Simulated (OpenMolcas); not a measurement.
**Ti3+, Zr3+, Hf3+: d down the group**

```yaml
Program: OpenMolcas 26.06
Method: SS-RASPT2, IPEA 0.25 Eh, imaginary shift 0.1 Eh
Basis: ANO-RCC-VTZP
Scalar_Hamiltonian: DKH2, point nucleus
Spin-orbit_coupling: state interaction with AMFI integrals over the reference wave functions, term energies averaged over their components
```

Active space for each ion: 1 electron in 9 orbitals (RAS2 d s; RAS3 p, at most 1 electron); closed shells correlated by CASPT2: Ti3+ 3s 3p; Zr3+ 4s 4p; Hf3+ 5s 5p.

Computed levels in cm-1 above 2D 3/2:

```csv
Level,Ti3+,Zr3+,Hf3+
2D 5/2,371,1220,4890
weight of 2D in the lowest level (%),100,100,100
```

Measured, with the error of the calculation in %. Measured levels: Ti3+ from Corliss and Sugar, J. Phys. Chem. Ref. Data 8, 1 (1979); Zr3+ from the list in Rauch et al., Astron. Astrophys. 599, A142 (2017).

```
 Level        Ti3+         Zr3+
2D 5/2  382 (-2.9)  1251 (-2.5)
```

The fine-structure level 2D 5/2 changes by a factor of 13.2 from Ti3+ to Hf3+.

CASPT2 does not keep the components of a term degenerate, so their means are used; among the terms shown or strongly mixed into the levels shown the widest spread is 80 cm-1 (3d 2D, Ti3+). With one active electron, CASPT2 adds the correlation within the correlated inactive shells and between them and that electron, and leaves the splitting within a term as the reference gives it. Measured partners are found by configuration, term and J. A level has none where our copy of the source lacks it or the pairing is in doubt (some pairs that miss far off the trend of their configuration count as doubtful), and it then counts in no deviation. Only configurations of the active space appear.
